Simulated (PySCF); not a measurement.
# One molecule, many functionals

Compound: CH₅Cl₂Ga₂N.
Atom-mapped SMILES: `[CH2:1]=[N:2][GaH-:3]1[Cl+:4][GaH2-:5][Cl+:6]1` (hydrogens: H7, H8 on C1; H9 on Ga3; H10, H11 on Ga5)

Linear-response calculations in the def2-SVPD basis (PySCF; singlets by full response, triplets Tamm–Dancoff, core orbitals frozen in the response; HF means time-dependent Hartree–Fock). 'Strongest' is the level of largest summed f among the singlets computed (10 roots, of which the last may lack a degenerate partner); it can jump between rows when another state enters that window. S1 is the lowest singlet of each run and needn't be the same state throughout; f(S1) is that of one state. Isolated species at its PBE0-D3(BJ)/def2-SVP geometry (one conformer only). The LDA/def2-SVPD calculation is non-relativistic and has no spin–orbit coupling, an omission that weighs most on gallium.

```csv
functional,kind,S1 (eV),f(S1),strongest (eV),T1 (eV),HOMO (eV),gap (eV),"ionisation energy, ΔSCF (eV)"
LDA,LDA,3.29,0.000,5.19,2.97,-5.64,3.14,8.91
PBE,GGA,3.44,0.000,5.26,3.04,-5.54,3.31,8.75
B3LYP,"global hybrid, 20% exact exchange",3.78,0.000,5.86,3.26,-6.66,5.19,8.88
PBE0,"global hybrid, 25% exact exchange",3.82,0.000,6.05,3.23,-6.86,5.63,8.83
CAM-B3LYP,range-separated hybrid,3.86,0.000,7.09,3.28,-8.24,8.01,8.96
wB97X-D,range-separated hybrid,3.90,0.000,6.33,3.38,-8.74,9.25,8.93
LC-wPBE,range-separated hybrid,3.89,0.000,8.16,3.26,-9.55,10.46,9.02
HF,Hartree–Fock,4.35,0.000,8.03,3.67,-10.22,11.82,not settled
```

**Question.** What does BHandHLYP (global hybrid, 50% exact exchange) give?

**Answer.** S1 (eV) 4.04, f(S1) 0.000, strongest (eV) 7.37, T1 (eV) 3.43, HOMO (eV) -8.15, gap (eV) 7.84, ionisation energy, ΔSCF (eV) 8.78. S1 runs from 3.29 eV (LDA) to 4.35 eV (HF), a spread of 1.06 eV, while the orbital gap spreads over 8.7 eV. Along PBE (0%), B3LYP (20%), PBE0 (25%), BHandHLYP (50%), HF (100%) S1 rises with the share of exact exchange. −ε(HOMO) comes closest to its own ΔSCF ionisation energy with wB97X-D (-0.19 eV) and misses most with LDA (-3.27 eV). 'Not settled' means that the ion's SCF failed to converge or may have ended in another state than the lowest.
